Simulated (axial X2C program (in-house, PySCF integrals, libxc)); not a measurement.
**WF⁺: cheaper levels and CCSD(T), with spin–orbit coupling**

Computed with an in-house relativistic program for diatomic molecules. Two-component (2c) means X2C with spin–orbit coupling and atomic mean-field two-electron Coulomb and Gaunt terms. Basis: W dyall-cv3z [13s14p9d7f4g], F dyall-av3z [7s6p3d2f] (cores contracted in-house); Gaussian nuclei, density fitting, unrestricted open shells. Masses: W 183.951 u, F 18.998 u.

State: Ω = 1 (⟨Sz⟩ = 1.97, ⟨Lz⟩ = -0.97 at HF); fragments W+ + F.

```csv
level,Re (Å),ωe (cm⁻¹)
PBE0,1.779,795.9
HF,1.796,778.4
MP2,1.796,776.5
CCSD,1.797,778.0
```

Correlated methods: 12 electrons correlated (number of frozen shells: W 5 s, 4 p, 2 d, 1 f; F 1 s), 314 virtual spin orbitals or spinors in MP2, 90 natural virtuals in coupled cluster.

CCSD(T), same Hamiltonian and basis:

Re = 1.800 Å, ωe = 773.0 cm⁻¹; T1 = 0.021 (Lee–Taylor normalisation).

Give the differences from CCSD(T) in the columns below.



```tsv
level	ΔRe (Å)	Δωe (cm⁻¹)
PBE0	-0.021	23
HF	-0.004	5
MP2	-0.004	4
CCSD	-0.003	5
```

The state is a single determinant with fixed occupations, the lowest that a limited PBE0 search found. De is not given where an atomic determinant may have missed its ground term or J level, or where the truncated virtual space spoils (T). Density functionals use the spin component along the axis (collinear). Coupled cluster ran in a truncated set of natural virtual spinors; the MP2 energy of the rest was added. (T) has no such correction and the atoms are truncated less, which lowers De at CCSD(T) by a hundredth of an eV or more. Without a current term, density functionals place determinants with orbital angular momentum somewhat too high. With several unpaired electrons one determinant need not be a pure state. Open-shell Ω = 0 determinants with evenly filled partner blocks cannot be reached by this program, so the Ω shown need not be the lowest component. With the outer-core shells frozen, correlated bond lengths of heavy atoms tend to come out a few hundredths of an ångström too long.
